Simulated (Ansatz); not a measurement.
Molecule: MnF$_{2}$ (charge 0, sextet). The spin state was set by rule; other spins were not relaxed. 
Geometry from a B3LYP-D3(BJ)/def2-TZVP (Ansatz, a first-principles code) optimisation:
```xyz
3

Mn     0.0000     0.0000     0.0000
F      0.0000     0.0000    -1.7976
F      0.0000     0.0000     1.7976
```
Charge 0, spin multiplicity 6.

Property: vertical ionisation energy (to the quintet state of charge +1; each state is the SCF solution reached for its spin), in eV. Cores are frozen in the correlated levels unless marked. Open shells are spin-unrestricted. Spin-orbit coupling is left out. Frozen are the shells of the preceding noble gas and the d and f shells that filled before the atom's block. No relativistic terms. 

| level | program | vertical ionisation energy (eV) |
|---|---|---|
| r2SCAN/def2-TZVPD | Ansatz | 11.24 |
| CAM-B3LYP/def2-TZVPD | Ansatz | 11.80 |
| wB97M-V/def2-TZVPD | Ansatz | 11.62 |
| CCSD/def2-TZVPPD | Ansatz | 12.02 |
| CCSD(T)/def2-SVPD | Ansatz | 11.87 |
| CCSD(T)/def2-TZVPPD | Ansatz | 11.76 |
